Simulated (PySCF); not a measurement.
**Spin states of PbN**

Unrestricted PBE0; Pb aug-cc-pVDZ-PP with ECP60, N aug-cc-pVDZ; scalar-relativistic core potentials (PySCF 2.14). Outer shells of the fragments: Pb 5d10 6s2 6p2; N 2s2 2p3.

Followed along the bond (rough minima from three points):

```tsv
2Ms+1	unpaired	⟨S²⟩ at the start	R at minimum (Å)	Te (eV)
2	π ↑	0.96	2.10	0.00
2	σ ↑	1.16	1.98	0.28
4	π ↑↑↑	3.76	none in the scan	≤ 0.90
4	σ ↑, π ↑↑	3.78	none in the scan	≤ 1.40
6	σ ↑, π ↑↑↑↑	8.76	none in the scan	≤ 2.85
```

Solutions found at the starting distance of 2.050 Å, counted from the lowest of them; the search is not exhaustive and high or unbound solutions are not listed, so other states can lie among these:

```csv
2Ms+1,unpaired,term,E (eV),⟨S²⟩,⟨Lz²⟩,μ (D)
2,π ↑,²Π,0.00,0.96,1.00,-3.83
2,σ ↑,mixed,0.29,1.16,0.00,-4.16
4,π ↑↑↑,⁴Π,1.32,3.76,1.00,-1.55
4,"σ ↑, π ↑↑",mixed,1.54,3.78,2.01,-2.35
2,π ↑↑↓,mixed,1.91,1.76,3.01,-1.54
4,"σ ↑, π ↑↑",mixed,1.91,3.76,2.00,-2.49
2,"σ ↓, π ↑↑",mixed,2.15,1.76,2.01,-2.49
2,"σ ↑, π ↑↓",mixed,2.20,1.76,2.02,-2.72
2,"σ ↓, π ↑↑",mixed,2.53,1.76,2.00,-2.66
6,"σ ↑, π ↑↑↑↑",⁶Σ⁺,3.57,8.76,0.00,1.24
```

A term symbol is given only where ⟨S²⟩ and ⟨Lz²⟩ are close to those of a pure state; real π, δ and φ orbitals otherwise mix terms. A positive dipole means Pb(−)N(+).

These are scalar-relativistic numbers at best; spin–orbit coupling would shift them, the dissociation energy most.
